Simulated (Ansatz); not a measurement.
Consider the ligand exchange at the Al–N bond: `[SiH3][N]([SiH3])[Al]([Cl])[Cl]` + NH₃ → `[NH2][Al]([Cl])[Cl]` + `[SiH3]N[SiH3]`.

Calculated with Ansatz (gas phase, PBE0-D4/def2-TZVP geometries, no zero-point term in ΔE). CCSD(T)/CBS adds triple-zeta CCSD(T) − MP2 to the extrapolated MP2 energy (def2 sets, frozen cores). This one scheme is used for every species. DFT in def2-TZVPP. Each species was taken in one conformer, which may not be the lowest.

```json
{"level": "BLYP-D4", "ΔE (kJ/mol)": "6.1", "difference from CCSD(T)/CBS": "-2.8"}
{"level": "r2SCAN-D4", "ΔE (kJ/mol)": "5.9", "difference from CCSD(T)/CBS": "-3.0"}
{"level": "PBE0-D4", "ΔE (kJ/mol)": "7.6", "difference from CCSD(T)/CBS": "-1.3"}
{"level": "r2SCANh-D4", "ΔE (kJ/mol)": "5.9", "difference from CCSD(T)/CBS": "-3.0"}
{"level": "CAM-B3LYP-D4", "ΔE (kJ/mol)": "0.5", "difference from CCSD(T)/CBS": "-8.4"}
{"level": "r2SCAN", "ΔE (kJ/mol)": "3.2", "difference from CCSD(T)/CBS": "-5.7"}
{"level": "r2SCANh", "ΔE (kJ/mol)": "2.9", "difference from CCSD(T)/CBS": "-6.0"}
{"level": "CAM-B3LYP", "ΔE (kJ/mol)": "-8.9", "difference from CCSD(T)/CBS": "-17.8"}
{"level": "MP2/def2-SVP", "ΔE (kJ/mol)": "10.9", "difference from CCSD(T)/CBS": "2.0"}
{"level": "CCSD/def2-SVP", "ΔE (kJ/mol)": "8.5", "difference from CCSD(T)/CBS": "-0.4"}
{"level": "CCSD(T)/CBS", "ΔE (kJ/mol)": "8.9", "difference from CCSD(T)/CBS": "0"}
```

Largest T1 diagnostic among the species: 0.010.

Leaving LDA and LC-ωPBE aside and taking each functional with its dispersion term where it has one, the values, not all of them listed here, spread over 10.7 kJ/mol, from B2PLYP to revPBE-D4. LDA lies +4.9 kJ/mol from PBE without D4. In def2-TZVPP, CCSD(T) changes the Hartree–Fock value by +20.7 kJ/mol (the triples alone add +4.0 kJ/mol) and MP2 by +22.3 kJ/mol. The D4 term adds +14.8 kJ/mol with B3LYP and +8.5 kJ/mol with PBE0; it sums over pairs of atoms, weighted by their polarisabilities, and B3LYP, whose exchange is more repulsive, gets the larger term.

CCSD(T)/CBS has its own doubt, a few kJ/mol and more with outer-core shells, so smaller differences from it don't rank the levels.

B3LYP here is the variant with VWN-RPA as its local correlation; programs differ in this.
